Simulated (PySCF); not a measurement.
Run record: geometry optimisation, `C[Si@@H]([GeH3])C1=CC=CS1`.

Method: PBE0-D3(BJ)/def2-SVP geometry optimisation, gas phase (PySCF 2.14.0). Start geometry: GFN2-xTB. A driver script takes a list of jobs; this job's settings line and coordinates (Å) are shown.

Input:
```
{"job": {"xc": "PBE0", "basis": "def2-SVP", "d3": "d3bj", "grid": 1, "kind": "geom"}, "charge": 0, "multiplicity": 1}
C     -1.850771     1.590135    -0.743392
Si    -1.141638     0.396785     0.555036
Ge    -1.935016    -1.781742     0.208221
C      0.728008     0.356585     0.418077
C      1.541818    -0.726197     0.257190
C      2.914522    -0.406214     0.210063
C      3.135314     0.927484     0.337838
S      1.672394     1.808541     0.515400
H     -1.634059     1.248063    -1.752483
H     -1.434048     2.587088    -0.634933
H     -2.930157     1.665670    -0.645409
H     -1.495108     0.880859     1.901259
H     -3.423708    -1.917091     0.329661
H     -1.427331    -2.834574     1.148650
H     -1.656196    -2.378193    -1.141541
H      1.158662    -1.731080     0.173137
H      3.698289    -1.132053     0.085575
H      4.070266     1.452250     0.339335
```

Output:
```
step   0  E = -2959.88040610  max force = 0.016936
step   1  E = -2959.88637868  max force = 0.005972
step   2  E = -2959.88665955  max force = 0.001306
step   3  E = -2959.88665718  max force = 0.002055
step   4  E = -2959.88667927  max force = 0.001071
step   5  E = -2959.88667853  max force = 0.001142
step   6  E = -2959.88668636  max force = 0.000268
optimisation converged
```

Energies in Eh; «max force» is the largest Cartesian gradient component in Eh/bohr.

Task: Give the first gradient maximum in eV/Å.

Result: With 1 Eh/bohr = 51.422 eV/Å, 0.871 eV/Å.

Task: How much energy does the optimisation release, in kJ/mol?

Result: E(step 0) − E(last step) = 0.006280 Eh, which is 16.5 kJ/mol.

Summary of the converged run: final energy -2959.88669 Eh after 6 steps; dipole 0.87 D.

Time: 3.2 min of wall time. Hardware: one thread of an x86-64 server, no GPU, on a shared host.
Labels such as C1 count atoms from 1, the log's own numbers from 0.
